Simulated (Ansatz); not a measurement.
A trace of molecular dynamics of C2H7NOSi (12 atoms, charge 0, multiplicity 1).

These are results of Ansatz 0.2.0, UKS PBE0-D4/STO-3G, not measurements.

* ensemble: NVE (velocity Verlet)
* starting velocities drawn for: 1500 K
* seed: 453820

```csv
time (fs),T (K),potential energy less start (eV),conserved less start (meV/atom)
0.0,1500,0.000,0.00
4.0,763,0.977,1.95
8.0,678,1.095,2.72
12.0,1001,0.666,1.79
16.0,589,1.213,2.94
20.0,805,0.926,2.35
24.0,690,1.083,3.05
28.0,632,1.154,2.66
32.0,623,1.159,2.19
36.0,707,1.051,2.12
40.0,787,0.945,1.92
44.0,440,1.409,3.27
48.0,662,1.115,2.59
52.0,784,0.944,1.56
56.0,681,1.079,1.74
60.0,835,0.883,1.99
64.0,865,0.845,2.02
68.0,760,0.977,1.71
72.0,681,1.087,2.33
76.0,906,0.795,2.27
80.0,568,1.243,3.13
84.0,560,1.261,3.86
88.0,816,0.922,3.17
92.0,363,1.503,2.81
96.0,795,0.927,1.33
100.0,983,0.683,1.24
104.0,697,1.065,2.28
108.0,971,0.712,2.37
112.0,671,1.111,3.27
116.0,753,0.995,2.46
```

Is this trajectory sound?

The conserved energy stayed within 4.3 meV per atom of its start (net change 2.5 meV per atom), so there is no drift, though single steps change it by up to 28 meV in the whole system, a sign of fast motions only just resolved. The temperature averaged 0.50 of the 1500 K drawn at the start: a run that starts near a minimum puts about half its kinetic energy into the potential. A run of 0.12 ps of so small a system gives no equilibrium averages. Limits of this set-up: minimal basis. The time step was 1 fs.

The run took 8.2 min on 1 thread of Arm Neoverse V1 (shared host), peak memory 0.15 GiB.
